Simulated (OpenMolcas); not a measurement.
V4+ with 6 ligands (water) in octahedral coordination (Th). Ligand basis ANO-RCC-VDZP.

```yaml
Program: OpenMolcas 26.06
Method: "SS-CASPT2, IPEA 0.25 Eh, imaginary shift 0.1 Eh (closed shells correlated: 3s 3p and the ligand valence shells)"
Basis: ANO-RCC-VDZP [5s4p2d1f]
Scalar_Hamiltonian: DKH2, point nucleus
Active_space: 1 electron in 5 orbitals (3d)
State_averaging: 2S+1 = 2 even, 5 roots
Spin-orbit_coupling: RASSI with atomic mean-field integrals over the reference wave functions
```

All ligands move together. At R = 1.92 Å |10Dq| is 24075 cm-1, and at R = 1.99 Å it is 20883 cm-1.

**Question.** A third run gives 23102 cm-1. What distance was it run at?

**Answer.** With a power law R^-n the two known points give n = -ln(20883 / 24075) / ln(1.99 / 1.92) = 3.97. Then R = 1.92 × (24075 / 23102)^(1/3.97) = 1.940 Å. The run was at 1.94 Å, so the estimate is off by 0 Å.

Roots that are degenerate in the reference are averaged as groups; the widest CASPT2 spread within a group is 140 cm-1 (the 3-fold group of multiplicity 2 near 0 cm-1 above the lowest state of its run, R = 1.92). Shifts and gaps below about the spread of the groups concerned are not significant. Over all roots computed the reference weight is 0.70 in R = 1.92, 0.70 in R = 1.94, 0.69 to 0.70 in R = 1.99; a low but even weight reflects the number of correlated electrons. An orbital triplet at a regular site is open to Jahn-Teller coupling, which can distort the site and quench the lowest spin-orbit gaps and is left out. Ligand-to-metal charge-transfer states are missing. With one d shell and no ligand orbital active, 10Dq can be off by a tenth or more. The least metal-like active orbital is 81 % on the metal (Löwdin) and no ligand orbital is active, so the numbers are rough (holds for R = 1.92). The least metal-like active orbital is 82 % on the metal (Löwdin) and no ligand orbital is active, so the numbers are rough (holds for R = 1.94; R = 1.99). No measured value stands beside these numbers; the geometry is a model, was not optimised and need not be the one that this ion takes.
